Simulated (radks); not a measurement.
The numbers below are computed, except where a source is named.
Effect of the nuclear size on neutral selenium, [Ar] 3d10 4s2 4p4. Code: a radial shooting solver on a logarithmic mesh with Libxc functionals. Model: Dirac Kohn-Sham, LDA (Slater exchange, Perdew-Wang correlation), spin-unpolarised, spherical densities, finite nucleus; open shells are shared between the two j in proportion to 2j + 1; Fermi nuclear charge, rms radius 4.14 fm. The rms radius is varied about that value; shifts are against it.

| rms radius (fm) | total energy shift (eV) | density at nucleus (e/bohr^3) | 1s1/2 shift (meV) | 2s1/2 shift (meV) | 3p1/2 shift (meV) | 4s1/2 shift (meV) |
|---|---|---|---|---|---|---|
| 3.37 | -0.157 | 4.015e+04 | -66.7 | -6.63 | 0.098 | -0.098 |
| 3.9496 | -0.0416 | 3.97e+04 | -17.7 | -1.76 | 0.026 | -0.026 |
| 4.14 | 0 | 3.956e+04 | 0.000 | 0.000 | 0.000 | 0.000 |
| 4.3801 | 0.0551 | 3.94e+04 | 23.4 | 2.33 | -0.034 | 0.034 |
| 5.0094 | 0.213 | 3.903e+04 | 90.5 | 9.00 | -0.133 | 0.133 |

Slopes of the eigenvalues against <r^2> in GHz/fm^2, as finite differences over the two radii next to the reference (eigenvalue slopes, not the field-shift constants of lines): 1s1/2 2770, 2s1/2 275, 3p1/2 -4.08, 4s1/2 4.06.
